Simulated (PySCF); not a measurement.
# Dipole response of Au²⁺ (gold, charge +2)

[Xe] 4f14 5d9, 2D determinant. Computed with PySCF 2.14 in aug-cc-pVTZ-PP with one added diffuse shell each of s, p, d, f, g type with ECP60MDF (7s7p6d4f3g, 113 functions), with a scalar-relativistic core potential. Coupled (time-dependent) response in atomic units; α is the mean over directions.

```json
{"method": "PBE0", "mean α (bohr³)": "8.672", "α xx, yy, zz": "8.551, 8.551, 8.915", "C₆ (like pair)": "56.45", "S(−4)": "15.32"}
```

S(−4) is the Cauchy moment in α(ω) = α(0) + S(−4) ω² + …

Spin-orbit coupling is absent.

α(iu) at PBE0:

```tsv
u (hartree)	α(iu) (bohr³)
0	8.672
0.0500	8.634
0.100	8.524
0.200	8.127
0.300	7.589
0.500	6.439
0.750	5.212
1.00	4.266
1.50	2.970
2.00	2.162
3.00	1.269
5.00	0.5712
```

A single London oscillator, α(iu) = α/(1 + u²/ω²), gives C₆ = (3/4) ω α². Matching the computed C₆ needs ω = 4 × 56.45 / (3 × 8.672²) = 1.00 hartree.

For an ion, C₆ is the dispersion term alone; charge-induced terms of lower order in 1/R come first.

The components differ because the open shell of this determinant is not spherical; for a pure term their mean is the scalar polarisability.

Energies and moments cover only the electrons outside the core potential. Spin-orbit coupling, absent here, splits the open shell strongly.
